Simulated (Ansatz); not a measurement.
```yaml
crystal:
  periodic: [false, false, false]
  atoms:
    - {symbol: N, position_ang: [1.064993, 1.300011, -0.217226]}
    - {symbol: Hf, position_ang: [-0.305785, -0.125166, -0.609137]}
    - {symbol: N, position_ang: [-0.493851, -1.198467, 1.092664]}
    - {symbol: F, position_ang: [0.325351, -1.271078, -2.001179]}
    - {symbol: Cl, position_ang: [-2.397948, 0.850725, -1.154189]}
    - {symbol: H, position_ang: [2.029238, 1.299904, -0.520579]}
    - {symbol: H, position_ang: [0.869498, 2.179183, 0.242934]}
    - {symbol: H, position_ang: [-0.033420, -1.004160, 1.969815]}
    - {symbol: H, position_ang: [-1.058077, -2.030932, 1.196886]}
basis:
  gaussian: {orbitals: def2-TZVPD}
hamiltonian: {xc: {name: SPW92}}
accuracy: high
scf: {lower_state_search: light}
output: {forces: true}
```

```sh
$ ansatz run in.yaml --threads 4 --pin off --events-out ev --progress --plain --max-ram 10444MiB
```

Output, abridged:

```
Functional definition: SPW92
3955 factors; integrals over basis functions are off by at most 1.1e-6 eV
mean field evaluation 1: about -19492.2888 eV, gradient 1.1e2 eV
mean field evaluation 2: about -19346.2215 eV, gradient 2.5e2 eV
mean field evaluation 4: about -19514.3681 eV, gradient 2.6e1 eV
mean field evaluation 8: about -19515.9580 eV, gradient 4.1e-1 eV
mean field evaluation 16: about -19515.9572 eV, gradient 9.5e-4 eV
mean field -19515.95716084 eV, -717.1981972701 hartree, gradient 2.0e-8 eV, S^2 0.000000; 0 other end points of the search recorded, 0 dependent functions left out
reference -19515.95716770 eV, -717.1981975223 hartree; 28, 28 occupied and 211, 211 virtual orbitals, 3955 factors
Total energy: -19515.95716770 eV, -717.1981975223 hartree
Atom 0 at     1.064993     1.300011    -0.217226 Å, force    -0.479706    -0.545353    -0.081247 eV/Å
Atom 1 at    -0.305785    -0.125166    -0.609137 Å, force    -0.087646     0.043378    -0.095867 eV/Å
Atom 2 at    -0.493851    -1.198467     1.092664 Å, force     0.071108     0.395677    -0.580602 eV/Å
Atom 3 at     0.325351    -1.271078    -2.001179 Å, force    -0.053816     0.106295     0.152646 eV/Å
Atom 4 at    -2.397948     0.850725    -1.154189 Å, force     0.240909    -0.108151     0.079553 eV/Å
Atom 5 at     2.029238     1.299904    -0.520579 Å, force     0.485537    -0.027770    -0.167412 eV/Å
Atom 6 at     0.869498     2.179183     0.242934 Å, force    -0.131297     0.435481     0.235112 eV/Å
Atom 7 at    -0.033420    -1.004160     1.969815 Å, force     0.247714     0.119764     0.438247 eV/Å
Atom 8 at    -1.058077    -2.030932     1.196886 Å, force    -0.292803    -0.419321     0.019570 eV/Å
Dipole moment:     0.402255     0.087828     0.489934 e Å
```

It took 12 s on 4 threads of an Arm Neoverse V2 on a shared host, with 1.4 GiB of host memory at the peak.
